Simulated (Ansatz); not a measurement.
C3H8Si, SMILES `[SiH3]C1CC1` (charge 0, multiplicity 1).

Z-matrix (Å, degrees):
```
C
H 1 1.0860
C 1 1.5085 2 115.00
H 3 1.0829 1 117.55 2 -3.07
H 3 1.0840 4 114.24 1 144.96
C 3 1.4896 4 118.16 5 145.67
H 6 1.0829 3 118.16 4 0.00
H 6 1.0840 7 114.24 3 145.67
Si 1 1.8524 2 116.05 6 146.99
H 9 1.4886 1 111.57 2 60.54
H 9 1.4886 10 108.14 1 123.06
H 9 1.4896 10 108.68 11 117.81
```
Charge 0, multiplicity 1.

Frozen-core energies in 6-31g from Ansatz (a program for electronic structure) at a geometry from PBE0-D3(BJ)/def2-TZVP; the HF reference has <S^2> = 0.00 and the T1 diagnostic is 0.007.

```tsv
level	energy (Ha)	difference from CCSDT(Q) (mHa)
HF	-407.03582	385.66
MP2	-407.36213	59.35
CCSD	-407.41110	10.38
CCSD(T)	-407.42015	1.33
CCSDT	-407.42087	0.61
CCSDT(Q)	-407.42148	0.00
```
